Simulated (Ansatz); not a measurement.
C4H12BP⁺, that is BMe2(PMe2) with one electron fewer. Total charge 1; doublet. Geometry r2SCAN-D4/def2-SVP; atoms count from 1.

```xyz
18

B     0.960   -0.310    0.468
C     2.230    0.442    0.000
H     2.679   -0.179   -0.804
H     2.989    0.467    0.800
H     2.105    1.453   -0.413
C     0.887   -1.466    1.495
H     1.815   -2.062    1.484
H     0.022   -2.143    1.446
H     0.864   -0.988    2.498
P    -0.728    0.266   -0.314
C    -2.309   -0.533    0.016
C    -0.870    1.581   -1.537
H    -2.688   -1.018   -0.901
H    -3.049    0.217    0.341
H    -2.190   -1.291    0.803
H    -1.240    1.170   -2.492
H    -1.586    2.345   -1.189
H     0.111    2.049   -1.700
```

Q: Estimate the Mulliken populations from the PBE0/def2-TZVP orbitals of Ansatz.

A: 
| atom | charge (e) | spin (α − β) |
| --- | --- | --- |
| B1 | 0.10 | 0.05 |
| C2 | -0.42 | 0.00 |
| H3 | 0.20 | 0.01 |
| H4 | 0.19 | 0.00 |
| H5 | 0.15 | 0.00 |
| C6 | -0.42 | 0.00 |
| H7 | 0.19 | 0.00 |
| H8 | 0.15 | 0.00 |
| H9 | 0.20 | 0.01 |
| P10 | 0.27 | 0.90 |
| C11 | -0.39 | -0.03 |
| C12 | -0.39 | -0.03 |
| H13 | 0.20 | 0.03 |
| H14 | 0.20 | 0.02 |
| H15 | 0.19 | 0.00 |
| H16 | 0.20 | 0.03 |
| H17 | 0.20 | 0.02 |
| H18 | 0.19 | 0.00 |
Mulliken values and Mayer orders depend strongly on the basis.

Q: Where does the spin sit?

A: Summed by element: B 0.05, C -0.06, H 0.12, P 0.90, of 1 unpaired in all. Largest on single atoms: P10 0.90, B1 0.05, C12 -0.03.

Q: And the Mayer bond orders between bonded heavy atoms (over 0.3)?

A: B1–C2 1.10 (1.55 Å); B1–C6 1.10 (1.55 Å); B1–P10 0.96 (1.95 Å); P10–C11 1.05 (1.80 Å); P10–C12 1.05 (1.80 Å).
